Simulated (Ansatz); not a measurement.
C4H9F3Ge, SMILES `C[C](C)(C)[Ge]([F])([F])[F]`, relaxed with RKS PBE-D4/def2-SVP in Ansatz 0.2.0 from a rough embedded geometry. The force threshold is 0.03 eV/Å; the program also tests the step.

Charge 0, multiplicity 1.

Start:

```xyz
17

C    -1.405   -0.549    0.527
C    -0.014    0.020    0.136
C     0.032    1.500    0.509
C     1.028   -0.744    0.907
Ge    0.272   -0.112   -1.807
F     0.244   -1.830   -2.277
F     1.820    0.566   -2.187
F    -1.024    0.734   -2.640
H    -1.571   -0.556    1.602
H    -1.412   -1.672    0.201
H    -2.178   -0.063   -0.046
H     0.983    1.942    0.306
H    -0.130    1.589    1.584
H    -0.757    2.043   -0.001
H     0.960   -0.669    1.979
H     2.082   -0.358    0.631
H     1.071   -1.842    0.578
```

Problem. By how much does the energy fall, and how many steps does the optimiser take? (An estimate is asked.)

Solution. The calculation gave: 43.36 kJ/mol, in 5 steps.

Problem. Which bonds change most? (An estimate is asked.)

Solution. Ansatz gave: C1–H10 from 1.169 to 1.109 Å; C4–H16 from 1.156 to 1.109 Å; C3–H12 from 1.069 to 1.109 Å; C4–H17 from 1.147 to 1.109 Å.

Problem. Give the relaxed structure. (Best estimate.)

Solution. Computed: 
```xyz
17

C    -1.407   -0.594    0.494
C    -0.028    0.015    0.192
C     0.021    1.510    0.545
C     1.101   -0.768    0.883
Ge    0.261   -0.135   -1.750
F     0.267   -1.785   -2.320
F     1.781    0.546   -2.276
F    -0.965    0.678   -2.691
H    -1.610   -0.527    1.585
H    -1.456   -1.664    0.206
H    -2.219   -0.056   -0.036
H     1.001    1.961    0.291
H    -0.139    1.638    1.638
H    -0.769    2.083    0.019
H     0.970   -0.709    1.985
H     2.099   -0.353    0.638
H     1.093   -1.839    0.597
```
